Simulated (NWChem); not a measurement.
GeH₂O, singlet; SMILES [GeH][OH]

Computed with NWChem. Medium grid unless said otherwise, to which SCAN and Minnesota functionals are sensitive. Low-valent species are run as closed-shell singlets; no triplet was tried in these runs. All runs use the structure optimised with PBE-D3(BJ)/def2-SVP. Hybrids' shares of exact exchange are those that their runs print; pure functionals count as 0. The functionals differ in more than this share.

```csv
row,share of exact exchange,orbital gap (eV)
PBE/def2-TZVP,0.00,2.78
r2SCAN/def2-TZVP,0.00,3.14
B3LYP/def2-TZVP,0.20,withheld
M06/def2-TZVP,0.27,4.61
MPW1K/def2-TZVP,0.43,6.06
M05-2X/def2-TZVP,0.56,6.74
```

Problem. Fit a straight line of the last column on the one before it, predict the withheld value, and compare with the run.

Solution. 
1. Means of the 5 shown rows: x = 0.252, y = 4.666. Slope Σ(x − x̄)(y − ȳ)/Σ(x − x̄)² = 1.746/0.2539 = 6.876; intercept 2.933.
2. The shown rows scatter about the line by 0.161 (root mean square); the largest residual is +0.21, at r2SCAN/def2-TZVP.
3. At x = 0.20 (B3LYP/def2-TZVP; inside the shown range) the line gives 4.31.
4. The run gives 4.28, -0.03 from the line, 0.2 times the scatter.
